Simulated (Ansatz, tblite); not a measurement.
Removing an electron: Cd(NH2)2 (CdN2H4). Total charge 0; singlet. Geometry: r2SCAN-D4/def2-TZVP. Ansatz, gas phase; energy differences of separate SCF runs; the oxidised species was run as a doublet alone.

```xyz
7

Cd   -0.037    0.039    0.054
N     1.573    0.171    1.249
H     2.292   -0.497    0.988
H     2.009    1.087    1.194
N    -1.775    0.041   -0.956
H    -2.422   -0.653   -0.593
H    -1.640   -0.189   -1.936
```

In the def2 sets Cd takes a core potential; there is no spin–orbit coupling. The xTB rows come from tblite.

```tsv
level	−HOMO (eV)	vertical IE (eV)	−LUMO (eV)	HOMO–LUMO gap (eV)
GFN2-xTB	9.42	13.27	6.14	3.28
PBE-D4/def2-TZVP	5.40	8.45	1.42	3.98
r2SCAN-D4/def2-TZVP	5.64	8.47	1.11	4.53
```

**Question.** Estimate the rows for GFN1-xTB, PBE0-D4/def2-TZVP.

**Answer.** 
```json
{"level": "GFN1-xTB", "−HOMO (eV)": "9.38", "vertical IE (eV)": "12.69", "−LUMO (eV)": "6.05", "HOMO–LUMO gap (eV)": "3.34"}
{"level": "PBE0-D4/def2-TZVP", "−HOMO (eV)": "6.69", "vertical IE (eV)": "8.68", "−LUMO (eV)": "0.62", "HOMO–LUMO gap (eV)": "6.07"}
```

  Raw xTB energy differences between charge states are shifted by several eV; the methods need an empirical correction for them.
